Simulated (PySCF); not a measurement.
[Ni(NH3)4]2+ holds Ni(II), d8, at total charge +2. The structure is a model geometry with rigid ligands and bond lengths from ionic radii, not a minimum; coordination tetrahedral, point group Td, metal–donor distances 2.00 Å.

Method (PySCF 2.14, density fitting): CASSCF(8,5) with orbitals averaged over all microstates of the shell, strongly contracted NEVPT2 on the averaged canonical orbitals; basis x2c-TZVPall on the metal, x2c-SVPall elsewhere; spin-free X2C; gas phase; spin-orbit coupling by state interaction with the mean-field operator over all roots.

CASSCF energies above the lowest CASSCF root:

```csv
state,CASSCF / cm⁻¹
3T1,0
3T2,3414
3A2,7394
1T2,16718
1E,17163
3T1,21261
1T2,25706
1T1,27480
1A1,27959
1E,28888
1A1,62849
```

Problem. How does dynamic correlation (SC-NEVPT2) move these states?

Solution. 
| state | NEVPT2 / cm⁻¹ | shift / cm⁻¹ |
| --- | --- | --- |
| 3T1 | 0 | 0 |
| 3T2 | 4936 | +1521 |
| 3A2 | 10622 | +3227 |
| 1T2 | 14872 | -1846 |
| 1E | 15252 | -1911 |
| 3T1 | 19491 | -1770 |
| 1T2 | 24308 | -1398 |
| 1T1 | 26661 | -819 |
| 1A1 | 26897 | -1062 |
| 1E | 29292 | +404 |
| 1A1 | 55548 | -7301 |

The ground state is orbitally degenerate in this regular structure, which would distort (Jahn–Teller). NEVPT2 lifts 3T2 from 3414 to 4936 cm⁻¹; on the d shell alone such lifts tend to overshoot.
